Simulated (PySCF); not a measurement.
Record of a relaxation.

Species: C₆H₁₁PS.
SMILES with atom numbers: `[S:1]=[P@:2]12[CH2:3][CH2:4][C@H:5]([CH2:6][CH2:7]1)[CH2:8]2` (hydrogens: H9, H10 on C3; H11, H12 on C4; H13 on C5; H14, H15 on C6; H16, H17 on C7; H18, H19 on C8)

Method: PySCF 2.14.0, PBE0-D3(BJ)/def2-SVP geometry optimisation, gas phase; density fitting, grid level 1; the optimiser is geomeTRIC in internal coordinates, started from a GFN2-xTB structure with every atom displaced at random (about 0.01 Å). 4 of its 11 geometries are shown. The frame can shift and turn from step to step; on so coarse a grid that alone can change the energy by a few meV, and forces under 0.02 eV/Å are noise.

Step 0: E = -26501.5049 eV, largest atomic force 2.022 eV/Å
```
atom  x, y, z in Å  |  force x, y, z in eV/Å
S1      0.005   -3.274    0.928   -0.047   0.490  -0.113
P2     -0.015   -1.398    0.380    0.146  -0.213   0.030
C3     -1.545   -0.612   -0.333    1.074   0.467   1.252
C4     -1.236    0.902   -0.190   -1.863  -0.371   0.692
C5      0.137    1.092    0.386    0.653   0.722   0.429
C6      1.201    0.760   -0.660   -0.163  -0.584   0.310
C7      1.228   -0.772   -0.847   -0.694   0.420   0.287
C8      0.303    0.056    1.489   -1.357  -0.171   0.133
H9     -1.661   -0.927   -1.339   -0.220  -0.494  -1.335
H10    -2.400   -0.945    0.251   -0.301  -0.112   0.149
H11    -2.012    1.342    0.496    0.579  -0.163  -0.433
H12    -1.350    1.407   -1.142   -0.001   0.339  -0.508
H13     0.240    2.132    0.748    0.129  -0.154  -0.026
H14     2.164    1.100   -0.301    0.589   0.243   0.103
H15     0.986    1.258   -1.595   -0.043   0.396  -0.558
H16     0.927   -1.069   -1.845   -0.096  -0.285  -0.505
H17     2.197   -1.201   -0.637    0.543  -0.395   0.160
H18    -0.476    0.136    2.284    0.345  -0.091  -0.321
H19     1.278    0.021    1.948    0.727  -0.043   0.255
```

Step 3: E = -26501.6442 eV, largest atomic force 0.056 eV/Å
```
atom  x, y, z in Å  |  force x, y, z in eV/Å
S1     -0.526   -2.541    1.277    0.024  -0.003  -0.024
P2     -0.275   -0.790    0.483   -0.031   0.002   0.007
C3     -1.676    0.064   -0.362    0.012  -0.001   0.054
C4     -1.270    1.554   -0.346   -0.005  -0.006   0.017
C5      0.168    1.654    0.202    0.018   0.003  -0.004
C6      1.179    1.049   -0.797    0.010  -0.025   0.006
C7      1.023   -0.491   -0.788   -0.024   0.026  -0.011
C8      0.198    0.725    1.418   -0.026   0.001   0.004
H9     -1.790   -0.354   -1.371   -0.015  -0.029  -0.045
H10    -2.602   -0.150    0.190    0.003   0.017   0.013
H11    -1.946    2.119    0.315    0.009   0.004  -0.015
H12    -1.343    2.011   -1.344    0.001  -0.003  -0.007
H13     0.428    2.697    0.441   -0.007  -0.017  -0.002
H14     2.199    1.322   -0.488    0.004   0.009   0.002
H15     1.030    1.466   -1.804   -0.013   0.017  -0.007
H16     0.696   -0.913   -1.749    0.006  -0.001  -0.006
H17     1.938   -1.021   -0.489    0.009  -0.009   0.018
H18    -0.541    0.965    2.197    0.001   0.020  -0.019
H19     1.191    0.614    1.876    0.023  -0.004   0.020
```

Step 7: E = -26501.6473 eV, largest atomic force 0.037 eV/Å
```
atom  x, y, z in Å  |  force x, y, z in eV/Å
S1     -0.437   -2.555    1.268   -0.005  -0.005   0.010
P2     -0.251   -0.791    0.489    0.016   0.004  -0.005
C3     -1.682    0.037   -0.322   -0.004   0.000  -0.037
C4     -1.280    1.529   -0.352    0.006   0.013   0.003
C5      0.159    1.657    0.191   -0.024  -0.007   0.005
C6      1.173    1.066   -0.811   -0.012   0.027  -0.005
C7      1.027   -0.472   -0.798    0.019  -0.022   0.008
C8      0.205    0.738    1.415    0.010   0.013  -0.006
H9     -1.838   -0.405   -1.318   -0.002   0.009   0.023
H10    -2.586   -0.161    0.271    0.005  -0.007   0.007
H11    -1.958    2.113    0.289   -0.011  -0.002   0.000
H12    -1.356    1.954   -1.365    0.007  -0.007   0.000
H13     0.398    2.705    0.423    0.005   0.006   0.002
H14     2.192    1.352   -0.510   -0.002  -0.005   0.002
H15     1.009    1.484   -1.816    0.009  -0.009   0.001
H16     0.702   -0.903   -1.756   -0.009   0.002   0.004
H17     1.946   -0.996   -0.497   -0.002   0.005  -0.010
H18    -0.539    0.982    2.186    0.000  -0.014   0.010
H19     1.199    0.646    1.878   -0.007   0.001  -0.010
```

Step 10: E = -26501.6487 eV, largest atomic force under 0.02 eV/Å
```
atom  x, y, z in Å  |  force x, y, z in eV/Å
S1     -0.329   -2.558    1.283    0.006  -0.001  -0.006
P2     -0.202   -0.793    0.493   -0.005  -0.002   0.008
C3     -1.675   -0.008   -0.286   -0.003   0.000   0.014
C4     -1.310    1.492   -0.351    0.009  -0.002  -0.002
C5      0.128    1.666    0.184   -0.009   0.000  -0.005
C6      1.150    1.102   -0.826   -0.001  -0.007  -0.003
C7      1.042   -0.440   -0.817    0.007   0.000   0.001
C8      0.220    0.751    1.409   -0.008   0.006   0.004
H9     -1.865   -0.469   -1.265    0.007  -0.006  -0.008
H10    -2.546   -0.219    0.351   -0.004   0.002  -0.006
H11    -2.005    2.077    0.271    0.004  -0.005   0.006
H12    -1.390    1.886   -1.375   -0.008   0.004   0.002
H13     0.339    2.721    0.412    0.001  -0.001  -0.005
H14     2.164    1.410   -0.530   -0.002   0.002   0.007
H15     0.971    1.517   -1.829    0.003   0.005  -0.001
H16     0.707   -0.874   -1.770   -0.007   0.004   0.000
H17     1.980   -0.942   -0.539    0.002   0.000  -0.004
H18    -0.521    0.967    2.192    0.002   0.003  -0.001
H19     1.223    0.693    1.857    0.005  -0.002   0.000
```

Task: Summarise the path.

Result: The energy falls by 13.87 kJ/mol from step 0 to step 10; nine tenths of that is first reached at step 2. It falls at every step. The largest force goes from 2.022 to under 0.02 eV/Å. Among the bonds C4–C5 changes most, from 1.501 to 1.544 Å; the atoms move by 0.028 Å rms after alignment.

Task: Follow the three bonds and two angles with the largest change from start to end.

Result: 
```csv
step,E above end (kJ/mol),largest force (eV/Å),C4–C5 (Å),C3–H9 (Å),C4–H11 (Å),C3–C4–H11 (°),C6–C7–H16 (°)
0,13.87,2.022,1.501,1.061,1.125,107.5,112.3
1,2.68,0.382,1.544,1.110,1.096,111.2,113.3
2,0.91,0.114,1.544,1.101,1.102,110.3,113.8
3,0.43,0.056,1.541,1.098,1.101,109.8,114.1
4,0.31,0.036,1.541,1.099,1.101,109.7,114.2
5,0.24,0.025,1.541,1.100,1.101,109.7,114.2
6,0.19,0.028,1.542,1.100,1.101,109.8,114.3
7,0.13,0.037,1.543,1.100,1.101,109.9,114.3
8,0.07,0.037,1.544,1.100,1.101,110.0,114.3
9,0.02,0.030,1.544,1.100,1.101,110.1,114.3
10,0.00,under 0.02,1.544,1.099,1.101,110.1,114.2
```

The cost below is that of the whole optimisation. The run took 2.7 min of wall time on one thread, Arm Neoverse V2 (aarch64), shared host, and the process peaked at 0.84 GiB of memory.
